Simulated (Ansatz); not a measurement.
`CO[CH2][GaH][ZnH]` + H₂O → `CO[CH2][GaH][OH]` + `[ZnH2]`  (formal hydrolysis of a Ga–Zn bond)

Computed with Ansatz on PBE0-D4/def2-TZVP structures; ΔE is electronic, products minus reactants. CBS: MP2 limit from def2 TZ/QZ plus the TZ coupled-cluster correction, frozen cores. This one scheme is used for every species. DFT in def2-TZVPP. B3LYP here is the variant with VWN-RPA as its local correlation; programs differ in this. For Ga, Zn outer-core shells are correlated without core-valence functions, which leaves a few kJ/mol of doubt a bond. Scalar relativity is left out up to krypton. Each species was taken in one conformer, which may not be the lowest.

| level | ΔE (kJ/mol) | difference from CCSD(T)/CBS |
| --- | --- | --- |
| PBE-D4 | -21.7 | 1.8 |
| r2SCAN-D4 | -33.4 | -9.9 |
| B3LYP-D4 | -27.4 | -3.9 |
| ωB97M-V | -29.5 | -6.0 |
| B2PLYP | -34.4 | -10.9 |
| PBE | -23.3 | 0.2 |
| r2SCAN | -33.9 | -10.4 |
| PBE0 | -21.2 | 2.3 |
| B3LYP | -30.0 | -6.5 |
| SCS-MP2/def2-TZVPP | -38.9 | -15.4 |
| CCSD/def2-TZVPP | -32.0 | -8.5 |
| CCSD(T)/def2-TZVPP | -32.6 | -9.1 |
| HF/def2-QZVPP | -35.7 | -12.2 |
| HF/CBS(def2) | -35.8 | -12.3 |
| MP2/CBS(def2) | -27.2 | -3.7 |
| CCSD/CBS(def2) | -22.9 | 0.6 |
| CCSD(T)/CBS | -23.5 | 0 |

Largest T1 diagnostic among the species: 0.016.
